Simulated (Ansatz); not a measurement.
CH$_{7}$BOSi, singlet, at a GFN2-xTB geometry, with bond 5-3 at 1.8 times its length; CASSCF(4,5)/6-31G (Ansatz, a first-principles code).

The Ansatz input:
Ansatz 0.2 input:
```yaml
crystal:
  periodic: [false, false, false]
  atoms:
    - {symbol: B, position_ang: [-0.43295743, 0.73259845, 0.97189607]}
    - {symbol: H, position_ang: [-1.33432594, 0.40567672, 1.66684966]}
    - {symbol: C, position_ang: [0.29870429, 2.12015556, 1.21165102]}
    - {symbol: H, position_ang: [0.70440962, 2.17165224, 2.22025463]}
    - {symbol: H, position_ang: [-0.96960429, 3.60515855, 1.05567481]}
    - {symbol: H, position_ang: [1.11143281, 2.29757679, 0.51244091]}
    - {symbol: O, position_ang: [-0.04592397, -0.06748778, -0.00136506]}
    - {symbol: Si, position_ang: [0.03255425, -1.33434224, -0.98973848]}
    - {symbol: H, position_ang: [-0.97031004, -2.35295401, -0.66186906]}
    - {symbol: H, position_ang: [1.38591514, -1.85604081, -0.80600933]}
    - {symbol: H, position_ang: [-0.20701641, -0.77430008, -2.31879178]}
basis:
  gaussian:
    orbitals: 6-31G
hamiltonian:
  xc: hf
magnetization: {spin_polarized: false}
correlation: {active_space: {window: {electrons: 4, orbitals: 5}}}
```

Output, abridged:

```
Functional definition: HF
692 factors; integrals over basis functions are off by at most 2.0e-4 eV
mean field evaluation 1: about -11704.1962 eV, gradient 3.4e1 eV
mean field evaluation 2: about -11704.2010 eV, gradient 3.4e1 eV
mean field evaluation 4: about -11707.2433 eV, gradient 3.1e0 eV
mean field evaluation 8: about -11707.2892 eV, gradient 3.1e-4 eV
mean field -11707.28924014 eV, -430.2349440893 hartree, gradient 1.0e-5 eV, S^2 0.000000; 0 other end points of the search recorded, 0 dependent functions left out
reference -11707.28924014 eV, -430.2349440893 hartree; 20, 20 occupied and 34, 34 virtual orbitals, 692 factors
state -11709.28444856 eV, -430.3082666467 hartree
2 active orbitals were swapped for others, from the solution at -11709.19521036 eV, -430.3049872033 hartree to that at -11709.28444856 eV, -430.3082666467 hartree; typed "places" are swapped only where nearly empty or full, and so, without "given_window_search", are "orbital_numbers", "shells" and a window whose orbitals a file names under [Active]
the orbitals are reached from a further start. From the first start the search ends at -11709.07868802 eV, -430.3007050863 hartree
Total energy: -11709.28444856 eV, -430.3082666467 hartree
```
